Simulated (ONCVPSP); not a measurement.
Xe: one change to an ONCV potential, before and after

- Element: xenon (Xe)
- Generator: ONCVPSP 4.0.1
- Type: optimised norm-conserving Vanderbilt (ONCV)
- Functional: PBE
- Relativity: scalar-relativistic
- Frozen core: [Kr] 4d10
- Valence charge: 8
- Reference configuration: 5s2 5p6
- Partial waves: 5s: rc 1.60 bohr, ncon 5, nbas 10, qcut 3.6 1/bohr, 1 projector; 5p: rc 1.95 bohr, ncon 4, nbas 8, qcut 5.1 1/bohr, 3 projectors, debl 0.6 Ha; d scattering state at 0.36 Ha: rc 2.15 bohr, ncon 4, nbas 8, qcut 4.3 1/bohr, 1 projector
- Local potential: polynomial inside 1.35 bohr (lpopt 5, dvloc0 1 Ha)
- Core correction: polynomial model core, fcfact 0.35

Change: core [Ar] 3d10, valence charge 26; reference 4s2 4p6 4d10 5s2 5p6; waves now 4s+5s: rc 1.20 bohr, ncon 5, nbas 10, qcut 10.9 1/bohr, 2 projectors; 4p+5p: rc 1.45 bohr, ncon 4, nbas 8, qcut 12.1 1/bohr, 2 projectors; 4d: rc 1.15 bohr, ncon 4, nbas 8, qcut 10.7 1/bohr, 2 projectors, debl 0.7 Ha; f scattering state at 0.11 Ha: rc 1.45 bohr, ncon 3, nbas 6, qcut 8.5 1/bohr, 2 projectors, debl 1.3 Ha; local potential polynomial inside 1.10 bohr (lpopt 2, dvloc0 0 Ha). In the d channel the program set the typed energies aside and used -2.182, 0.250 Ha.

Cutoffs: the cutoffs (Ha) at which the residual kinetic energy of the hardest occupied pseudo-wave falls to 1 and 0.1 mHa per electron; they do not see the model core or the augmentation charge, which bear on the density cutoff. Errors are all-electron minus pseudo energies relative to the spin-unpolarised reference configuration.

Task: What does the change do?

Result: The potential gets harder (18 Ha and 54 Ha → 52 Ha and 76 Ha); the bound ghost in p, s disappears. The added semicore shells are compact, so their waves need more plane waves. Several settings change at once here, so the effects cannot be laid on one of them.

| quantity | base | changed |
| --- | --- | --- |
| cutoff, loose | 18 Ha | 52 Ha |
| cutoff, tight | 54 Ha | 76 Ha |
| bound ghosts | s, p | none |
| GHOST(+) flags under 300 eV | none | none |
| largest error over its own tests, meV | -52 | -35 |
| rms error of d²Exc/dni dnj with the model core, mHa | 0.15 | 0.83 |

 A true bound ghost makes a file unfit for plane-wave use even where its test errors are small: the radial tests pick states by their node count and pass the ghost by.
